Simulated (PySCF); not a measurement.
C₅H₆O₂, SMILES C#C[C@@H]1[C@H](O)[C@@H]1O.

The structure is a stationary point at PBE0-D3(BJ)/def2-SVP. The structure was generated by enumeration; whether it is a known compound was not checked. Other conformers were not sampled.

Computed with PySCF with TDDFT-LC-ωPBE/def2-SVPD.

Vertical excitations. Isolated molecule, no solvent.

Problem. Give excitation energies, oscillator strengths and character. (The exact figures need the calculation; the answer reports its results.)

Solution. 
```csv
state,energy (eV),λ (nm),f,main pairs
S1,6.16,201,0.001,"HOMO→LUMO+1 27 %, HOMO→LUMO+5 12 %, HOMO→LUMO+6 6 %, HOMO→LUMO 6 %"
S2,6.65,186,0.028,"HOMO→LUMO+2 33 %, HOMO−1→LUMO+1 11 %, HOMO−1→LUMO+5 10 %, HOMO−2→LUMO+2 9 %"
S3,6.83,181,0.002,"HOMO−1→LUMO+2 41 %, HOMO−2→LUMO+2 17 %, HOMO−1→LUMO+5 8 %, HOMO−2→LUMO+5 6 %"
S4,7.25,171,0.004,HOMO→LUMO 74 %
S5,7.79,159,0.029,"HOMO→LUMO+1 51 %, HOMO−1→LUMO 11 %"
S6,7.92,156,0.042,"HOMO−1→LUMO 54 %, HOMO−1→LUMO+1 10 %"
S7,8.20,151,0.108,"HOMO→LUMO+2 27 %, HOMO−2→LUMO+2 16 %, HOMO→LUMO+4 9 %, HOMO→LUMO+3 9 %"
S8,8.29,150,0.101,"HOMO−2→LUMO 19 %, HOMO−1→LUMO 14 %, HOMO→LUMO+4 14 %, HOMO→LUMO+3 13 %"
S9,8.50,146,0.046,"HOMO−1→LUMO+1 45 %, HOMO→LUMO+5 18 %, HOMO−3→LUMO 11 %"
S10,8.61,144,0.031,"HOMO→LUMO+4 20 %, HOMO→LUMO+5 18 %, HOMO→LUMO+3 17 %, HOMO−4→LUMO 16 %"
T1,5.08,244,0,"HOMO→LUMO+2 24 %, HOMO−2→LUMO+5 11 %, HOMO−1→LUMO+2 8 %, HOMO→LUMO+5 6 %"
T2,5.56,223,0,"HOMO→LUMO+1 18 %, HOMO−1→LUMO+2 11 %, HOMO→LUMO+5 11 %, HOMO−2→LUMO+5 11 %"
T3,5.64,220,0,"HOMO→LUMO+2 18 %, HOMO−1→LUMO+1 13 %, HOMO−1→LUMO+5 12 %, HOMO−2→LUMO+2 9 %"
T4,6.45,192,0,"HOMO−1→LUMO+2 30 %, HOMO−2→LUMO+2 17 %, HOMO−1→LUMO+5 11 %, HOMO→LUMO+1 7 %"
```
Triplets are in the Tamm–Dancoff approximation, which puts them higher than full response would, so one can lie above its singlet here.
